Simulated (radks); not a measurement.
Coulomb parameter of the 4d shell of the palladium ion Pd2+ in the model configuration [Kr] 4d7 5p1, as a second difference U = [E(n + 0.5) + E(n - 0.5) - 2 E(n)] / (0.5)^2 with all orbitals relaxed. "Bare": the charge of the atom changes with n. "Screened": the 5p shell takes up the change at fixed total charge, which measures U(4d,4d) + U(5p,5p) - 2 U(4d,5p). All-electron calculation, scalar-relativistic Kohn-Sham, SCAN, spin-unpolarised, spherical densities, finite nucleus; meta-GGA in the generalised Kohn-Sham scheme; Fermi nuclear charge, rms radius 4.5318 fm. Program: a radial shooting solver on a logarithmic mesh with Libxc functionals.

case              configuration  E - E(n) (eV)
start              [Kr] 4d7 5p1          0.000
bare +0.5        [Kr] 4d7.5 5p1        -14.641
bare -0.5        [Kr] 4d6.5 5p1         18.105
screened +0.5  [Kr] 4d7.5 5p0.5         -8.087
screened -0.5  [Kr] 4d6.5 5p1.5          8.867

U(bare) = 13.856 eV, U(screened by 5p) = 3.119 eV, against the Slater integral F0(4d,4d) = 18.713 eV with frozen orbitals.
